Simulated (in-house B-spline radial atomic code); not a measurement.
Orbital energies and mean radii along the 6-electron series, configuration [He] 2s2 2p2. The effective charge is n√(-2ε), a non-relativistic measure. Computed with an all-electron radial atomic-structure program (B-spline basis): Dirac-Hartree-Fock, average of the configuration, finite nuclei.

```tsv
ion	Z	energy of 2p1/2 (Eh)	mean radius of 2p1/2 (bohr)	energy of 2p3/2 (Eh)	mean radius of 2p3/2 (bohr)	energy of 2s1/2 (Eh)	mean radius of 2s1/2 (bohr)	energy of 1s1/2 (Eh)	mean radius of 1s1/2 (bohr)	effective charge of 2p1/2
C	6	-0.40693	1.742	-0.40664	1.743	-0.7126	1.5849	-11.344	0.26826	1.8043
N+	7	-1.0722	1.2553	-1.0714	1.2562	-1.469	1.2506	-16.306	0.22789	2.9287
O2+	8	-1.9955	0.99079	-1.9937	0.99169	-2.4869	1.0321	-22.29	0.19799	3.9954
F3+	9	-3.1735	0.82104	-3.17	0.82201	-3.7608	0.87874	-29.288	0.17498	5.0386
Ne4+	10	-4.605	0.70198	-4.5989	0.70302	-5.2887	0.76522	-37.296	0.15672	6.0696
```

Task: How does the screening of 2p1/2 change?

Result: Z less the effective charge goes from 4.20 at Z = 6 to 3.93 at Z = 10.
